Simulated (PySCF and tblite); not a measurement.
Values are calculated unless marked as measured or tabulated.
**Barrier and rate of a rotation**

System: C4H6BBrO2, numbered as in [CH2:1]=[CH:2][O:3][B:4]([OH:5])[C:6](=[CH2:7])[Br:8].

Motion: rotation about the B4–O5 bond (torsion O3–B4–O5–H from 180° to 360°, rising). Level: PBE0/pcSseg-1 + D3(BJ), IEF-PCM acetonitrile on GFN2-xTB stationary points, with GFN2-xTB thermal terms. Rates follow Eyring's equation with the number of equivalent paths and no tunnelling. Run with tblite and PySCF.

| point | symmetry | E(GFN2) kcal/mol | E(DFT) kcal/mol | ZPE change kcal/mol | lowest mode cm⁻¹ | dipole D |
| --- | --- | --- | --- | --- | --- | --- |
| start | Cs | 0.0 | 0.0 | 0.00 | 33 | 0.37 |
| saddle | C1 | 10.2 | 9.7 | -1.27 | 648i | 2.71 |
| end | C1 | 2.3 | 2.3 | -0.23 | 6 | 4.05 |

```
Electronic barrier                                      : 9.7 kcal/mol
Barrier with zero-point energy                          : 8.4 kcal/mol
ΔH‡ (298 K)                                             : 8.4 kcal/mol
ΔS‡ (298 K, symmetry apart)                             : 0.2 cal/(mol K)
Paths                                                   : 2 equivalent paths
End point                                               : a different minimum
Mean lifetime of the start against this motion at 298 K : 110 ns
Cost                                                    : 2.4 min on 1 thread of Arm Neoverse N1, on a host shared with other jobs (rough), peak memory 0.93 GiB, launched as `OMP_NUM_THREADS=1 python ens_run.py task.json out`
```

| T/K | ΔG‡ kcal/mol | k s⁻¹ | ΔG kcal/mol | k back s⁻¹ |
| --- | --- | --- | --- | --- |
| 200 | 8.4 | 5970 | 1.6 | 1.8×10⁵ |
| 250 | 8.4 | 5.2×10⁵ | 1.5 | 5.3×10⁶ |
| 298 | 8.3 | 9.4×10⁶ | 1.4 | 4.9×10⁷ |
| 350 | 8.3 | 9×10⁷ | 1.3 | 2.8×10⁸ |
| 400 | 8.3 | 4.6×10⁸ | 1.2 | 9.9×10⁸ |

ΔG and ΔG‡ leave out symmetry numbers and mirror images; rates count paths: 2 out, 1 back.

Spin–orbit effects of heavy atoms on shieldings are missing.
